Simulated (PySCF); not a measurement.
## Electronic structure of S³⁺ (sulfur, charge +3) at the UHF level

Configuration: [Ne] 3s2 3p1, 2P determinant. All numbers are calculated (PySCF 2.14, the non-relativistic Hamiltonian (point nucleus), in 6-31G*).

```
Total energy                                                  : -395.043864 hartree
One-electron energy                                           : -526.2464 hartree
Hartree (Coulomb) energy                                      : 155.1595 hartree
Exchange energy                                               : -23.9570 hartree
Kinetic energy                                                : 394.36096 hartree
⟨S²⟩                                                          : 0.7586
⟨L²⟩                                                          : 2.026
Sum of ⟨r⟩                                                    : 8.577 bohr
Sum of ⟨r²⟩                                                   : 10.72 bohr²
Traceless quadrupole moment −½Σ⟨3z² − r²⟩ along its main axis : -1.31 e·bohr²
Density at the nucleus (Gaussians lack the cusp)              : 2510 bohr⁻³
Spin density at the nucleus                                   : 0.0703 bohr⁻³
Langevin diamagnetic susceptibility                           : -8.49 ×10⁻⁶ cm³/mol
Time after the integrals                                      : 0.09 s of wall time on 1 thread of Neoverse-N1 (shared host)
```

| shell | electrons | mean orbital energy (hartree) | spread (hartree) | rms radius, mean of both spins (bohr) |
| --- | --- | --- | --- | --- |
| 1s α | 1 | -93.64167 | 0 | 0.113 |
| 1s β | 1 | -93.62940 | 0 | 0.113 |
| 2s α | 1 | -10.57470 | 0 | 0.517 |
| 2s β | 1 | -10.56230 | 0 | 0.517 |
| 2p α | 3 | -8.25542 | 0.02037 | 0.490 |
| 2p β | 3 | -8.23331 | 0.02939 | 0.490 |
| 3s α | 1 | -2.18236 | 0 | 1.65 |
| 3s β | 1 | -2.05476 | 0 | 1.65 |
| 3p α | 1 | -1.73001 | 0 | 1.80 |
